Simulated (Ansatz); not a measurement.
## Relative stability

Two relaxed structures of CH2GaO, doublet (PBE0-D4/def2-TZVP; forces vanish, vibrations not checked).

A:

O1  (0.820, -1.330, 1.700)
C2  (0.413, -0.670, 0.854)
Ga3  (-0.278, 0.450, -0.573)
H4  (-1.411, -0.257, -1.349)
H5  (0.456, 1.807, -0.631)
(Å)

B:

O1  (1.026, -1.665, 2.128)
C2  (-0.226, 0.366, -0.467)
Ga3  (0.443, -0.718, 0.918)
H4  (-1.027, 0.035, -1.118)
H5  (0.169, 1.358, -0.660)
(Å)

Computed with Ansatz 0.2.0 (basis: def2-TZVPP); correlated methods freeze the cores; orbitals are unrestricted. Filled d shells of the heavier atoms are correlated. The def2 sets are not built for correlating such inner shells, so the correlated values are less sure here. B3LYP uses VWN-RPA correlation.

(1) Which structure is lower at CCSD(T), and by how much? (An estimate is asked for; the value comes from the calculation.)

The T1 diagnostic stays at or below 0.027. ⟨S²⟩ of the unrestricted Hartree–Fock references: 0.76 (a pure state has 0.75).

Answers

(1) Computed: A, by 15.15 kcal/mol (electronic energy, against the other). By their contacts, A is CH₂GaO ([O][C][GaH2]) and B is CH₂GaO ([CH2][Ga][O]).

All methods give the same order:

```tsv
method	E(B) − E(A) (kcal/mol)
PBE-D4	13.80
r2SCAN-D4	14.53
PBE0-D4	16.95
B3LYP-D4	16.91
wB97M-V	20.25
HF	24.81
MP2	9.42
CCSD	17.09
CCSD(T)	15.15
```

Labels in which every atom is bracketed show which atoms are joined, not bond orders.

For scale, one of the runs: CCSD(T)/def2-TZVPP, 138 basis functions, launched by `ansatz run in.yaml --threads 2 --pin off --events-out ev --progress --plain --max-ram 4352MiB`. The run took 95 s on 2 CPU threads of an Arm Neoverse V1 (shared host), with 1.8 GiB of host memory at its peak.
